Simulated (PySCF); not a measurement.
Species: Cu(NH3)I (singlet state).
SMILES: `[NH3]->[Cu][I]`

A linear-response calculation (PySCF, def2-SVPD basis, gas phase, vertical, core orbitals frozen in the response) gave these numbers; the functional is withheld.

Orbital energies (eV): HOMO-3 -7.71, HOMO-2 -6.84, HOMO-1 -6.04, HOMO -6.04, LUMO -1.09, LUMO+1 0.39, LUMO+2 0.39.

```json
{"state": "S1", "E (eV)": "3.99", "f": "0.0089", "main configurations (H = HOMO, L = LUMO)": "H-1/H→L (≥94%)"}
{"state": "S2", "E (eV)": "3.99", "f": "0.0089", "main configurations (H = HOMO, L = LUMO)": "H-1/H→L (≥94%)"}
{"state": "S3", "E (eV)": "4.71", "f": "0.032", "main configurations (H = HOMO, L = LUMO)": "H-2→L (95%)"}
{"state": "S4", "E (eV)": "5.06", "f": "0.0000", "main configurations (H = HOMO, L = LUMO)": "H-3→L (94%)"}
{"state": "S5", "E (eV)": "5.06", "f": "0.0000", "main configurations (H = HOMO, L = LUMO)": "H-4→L (94%)"}
{"state": "S6", "E (eV)": "5.29", "f": "0.0000", "main configurations (H = HOMO, L = LUMO)": "H-1/H→L+1/L+2 (≥88%)"}
{"state": "S7", "E (eV)": "5.29", "f": "0.0000", "main configurations (H = HOMO, L = LUMO)": "H-1/H→L+1/L+2 (≥89%)"}
{"state": "S8", "E (eV)": "5.29", "f": "0.0000", "main configurations (H = HOMO, L = LUMO)": "H-1/H→L+1/L+2 (≥89%)"}
```

Triplets, Tamm–Dancoff:

```csv
state,E (eV),λ (nm),"main configurations (H = HOMO, L = LUMO)"
T1,3.87,320.3,H-1/H→L (≥90%)
T2,3.87,320.3,H-1/H→L (≥90%)
T3,4.08,303.9,H-2→L (81%)
```

Vertical ionisation energy by ΔSCF with the same functional: 8.19 eV. Mean static polarisability: 73.5 au.

Orbitals of the list HOMO-3 to LUMO+2 that lie within 0.01 eV of each other are written together with a slash and their weights summed (≥ marks a lower bound); for degenerate orbitals outside that list single weights are arbitrary.

Problem. Which of these was used?
A. wB97X-D
B. HF
C. PBE0
D. PBE

Solution. C. PBE0 is a global hybrid with 25% exact exchange. In this run −ε(HOMO) = 6.04 eV differs from the ΔSCF value by -2.15 eV, and S1 differs from the orbital gap of 4.95 eV by -0.96 eV. The ratio −ε(HOMO)/IP is 0.74. Small neutral molecules mostly give 0.7 to 0.83 with PBE0, 0.5 to 0.7 with PBE, 0.89 to 0.99 with wB97X-D; with Hartree–Fock the ratio is 1 or more (Koopmans' value less the relaxation energy is the ΔSCF value).

Method used: TDDFT PBE0/def2-SVPD, vertical, gas phase, core orbitals frozen in the response, def2 core potentials past Kr in PySCF 2.14.0, density-fitted response routines. Geometry: PBE0-D3(BJ)/def2-SVP; no solvent, vibrations or thermal averaging. Spin–orbit coupling is left out.
